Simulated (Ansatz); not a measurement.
Computed with Ansatz on PBE0-D4/def2-TZVP structures; ΔE is electronic, products minus reactants. CCSD(T)/CBS adds triple-zeta CCSD(T) − MP2 to the extrapolated MP2 energy (def2 sets, frozen cores). This one scheme is used for every species. DFT in def2-TZVPP. B3LYP here is the variant with VWN-RPA as its local correlation; programs differ in this. def2 core potentials past Kr. For Sb outer-core shells are correlated without core-valence functions, which leaves a few kJ/mol of doubt a bond. Each species was taken in one conformer, which may not be the lowest.

Consider the cleavage of the B–Sb bond: `[BH2][Sb]([CH3])[CH3]` + `C[SiH2]O` → `BO[SiH2]C` + `[CH3][SbH][CH3]`.

`[BH2][Sb]([CH3])[CH3]`:

```xyz
12

B     1.858    0.887   -0.335
Sb    0.440   -0.175    0.955
C    -1.306    1.072    0.705
C    -0.133   -1.791   -0.359
H     2.672    0.278   -0.966
H     1.931    2.080   -0.295
H    -1.602    1.114   -0.342
H    -2.122    0.665    1.302
H    -1.070    2.075    1.058
H    -0.565   -1.403   -1.280
H    -0.859   -2.423    0.151
H     0.754   -2.380   -0.592
```

`C[SiH2]O`:

Cartesian coordinates in Å:
```
C 0.516 -0.179 1.038
Si 0.071 0.207 -0.730
O -1.371 -0.460 -1.181
H 1.496 0.242 1.281
H 0.558 -1.258 1.204
H -0.210 0.247 1.736
H 1.070 -0.377 -1.658
H 0.038 1.688 -0.907
H -2.168 -0.109 -0.783
```

`BO[SiH2]C`:

```xyz
11

B    -0.338   -2.060   -0.866
O     0.393   -1.089   -0.290
Si    0.357    0.569   -0.413
C     0.027    1.287    1.265
H    -1.215   -1.777   -1.642
H    -0.091   -3.199   -0.581
H     1.686    0.991   -0.923
H    -0.696    0.960   -1.389
H     0.042    2.379    1.220
H    -0.952    0.976    1.638
H     0.786    0.965    1.981
```

`[CH3][SbH][CH3]`:

Cartesian coordinates in Å:
```
C 1.556 -0.160 0.377
Sb -0.381 0.296 1.215
C -1.488 -0.262 -0.554
H 1.677 -1.244 0.343
H 2.337 0.260 1.011
H 1.644 0.248 -0.630
H -0.305 1.954 0.784
H -1.503 -1.349 -0.629
H -2.513 0.099 -0.472
H -1.023 0.159 -1.445
```

```csv
level,ΔE (kJ/mol)
B3LYP-D4,-146.1
B2PLYP,-144.7
PBE,-133.1
r2SCAN,-139.5
B3LYP,-147.7
HF/def2-TZVPP,-155.7
HF/def2-QZVPP,-156.8
MP2/CBS(def2),-132.9
```

Q: What does CCSD(T)/CBS give? (Best estimate.)

A: Computed: -135.1 kJ/mol. The listed levels differ from it by -11.0, -9.6, 2.0, -4.4, -12.6, -20.6, -21.7, 2.2 kJ/mol.

Largest T1 diagnostic among the species: 0.014.

In def2-TZVPP, CCSD(T) changes the Hartree–Fock value by +17.3 kJ/mol (the triples alone add +2.3 kJ/mol) and MP2 by +19.5 kJ/mol.
